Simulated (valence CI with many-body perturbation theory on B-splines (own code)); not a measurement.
Ru22+: calculated level list

Computed by configuration interaction combined with many-body perturbation theory (CI+MBPT): four valence electrons over a frozen Dirac-Fock core [Ar], a basis of 7 s, 7 p, 8 d, 6 f, 4 g, 1 h functions for each j, with the one-electron correlation potential Σ1 (screened to all orders), the two-electron term Σ2, the three-electron term Σ3, Breit, model QED; selected single and double excitations, second order for the rest, scaled by the run's own slope (own B-spline code, finite nucleus).

No measured levels were compared; by estimate terms of the open shell hold to 2 to 4 % of their energy, and close levels can change places. Only levels of the ground parity were solved; by the run's estimate the other parity begins above the list, which can be wrong where configurations are misplaced.

Levels 1 to 34 of 34, with energies above the lowest level, 3d4 5D_0. "Leading %" is the weight of the configuration and term that name the level; weights of strongly mixed levels are sums over their largest components and can fall short. Lifetimes count E1, E2, E3, M1 and M2 decay at the calculated energies, and are blank where another channel may lead or the interval is too uncertain; long ones can be off by a factor of two.

```
No.  Configuration  Term  J  E (cm⁻¹)  Leading %  Second component  Lifetime      g
  1            3d4    5D  0         0         71       27 % 3d4 3P                 
  2            3d4    5D  1     15650         87       12 % 3d4 3P   6.07 ms  1.496
  3            3d4    5D  2     30184         94                     6.53 ms  1.480
  4            3d4    5D  3     42234         91        6 % 3d4 3F   13.5 ms  1.465
  5            3d4    5D  4     51138         78       17 % 3d4 3F   60.1 ms  1.428
  6            3d4    3P  0     81783         57       28 % 3d4 5D    179 μs       
  7            3d4    3H  4     90498         57       15 % 3d4 3G   1.43 ms  0.951
  8            3d4    3G  3    108840         60       31 % 3d4 3F    601 μs  0.899
  9            3d4    3H  5    111720         78       22 % 3d4 3G   3.24 ms  1.068
 10            3d4    3P  1    112230         81       10 % 3d4 5D    247 μs  1.405
 11            3d4    3F  2    112980         76       14 % 3d4 1D    461 μs  0.772
 12            3d4    3H  6    120640         78       22 % 3d4 1I    103 ms  1.127
 13            3d4    3G  4    131680         46       24 % 3d4 3H    624 μs  1.049
 14            3d4    3P  2    138160         53       40 % 3d4 3D   1.10 ms  1.312
 15            3d4    3F  4    139220         34       30 % 3d4 1G    489 μs  1.107
 16            3d4    3F  3    146290         59       18 % 3d4 3D    618 μs  1.073
 17            3d4    3D  3    154640         60       19 % 3d4 3G    291 μs  1.183
 18            3d4    3G  5    161010         78       22 % 3d4 3H    757 μs  1.160
 19            3d4    3P  2    164920         33       26 % 3d4 1D    233 μs  1.171
 20            3d4    1I  6    171750         78       22 % 3d4 3H    648 μs  1.033
 21            3d4    3D  1    172530         89        8 % 3d4 3P    205 μs  0.604
 22            3d4    1S  0    193130         78       22 % 3d4 3P                 
 23            3d4    1G  4    194330         49       31 % 3d4 3F    300 μs  1.065
 24            3d4    1D  2    204520         36       26 % 3d4 3P    234 μs  1.100
 25            3d4    1F  3    214070         68       16 % 3d4 3D            1.046
 26            3d4    3P  2    233620         77       12 % 3d4 3F    333 μs  1.346
 27            3d4    3F  4    243580         77       18 % 3d4 1G            1.195
 28            3d4    3F  2    254180         71       18 % 3d4 1D    194 μs  0.799
 29            3d4    3F  3    257490         80       18 % 3d4 1F            1.069
 30            3d4    3P  1    262030         98                              1.485
 31            3d4    3P  0    274860         90        9 % 3d4 1S                 
 32            3d4    1G  4    277810         83       15 % 3d4 3F            1.035
 33            3d4    1D  2    345450         95                              0.998
 34            3d4    1S  0    435340         95        5 % 3d4 3P   65.0 μs
```

Names give the largest LS component (configuration and term), which can be under half, so a name can repeat, a term be missing and a line seem to break the LS rules; names also repeat where a configuration has a term twice.

The ionisation energy to 3d3 4F_3/2 of the next ion comes out as 1048.1 eV (NIST: 1048 ± 4 eV (theoretical)). All 34 levels together are meant to be complete up to 452760 cm⁻¹.
